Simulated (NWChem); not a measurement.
Molecule: SbH3Te; SMILES [TeH][SbH2]

Program: NWChem. def2 effective core potentials on Sb, Te; no spin-orbit coupling. Each level has its own optimisation; frequencies are unscaled.

```
level                                                   r H–Sb (Å)  r Sb–Te (Å)  r H–Te (Å)  highest harmonic frequency (cm⁻¹)  lowest (cm⁻¹)  zero-point energy (kcal/mol)
------------------------------------------------------  ----------  -----------  ----------  ---------------------------------  -------------  ----------------------------
Hartree-Fock/STO-3G (all-electron, non-relativistic)         1.643        2.761       1.622                               2568            187                          15.9
LDA (Slater exchange, VWN5)/def2-SVP (core potentials)       1.730        2.762       1.677                               2079             92                          12.2
PBE0/def2-SVP (core potentials)                              1.717        2.776       1.664                               2156             98                          12.8
```
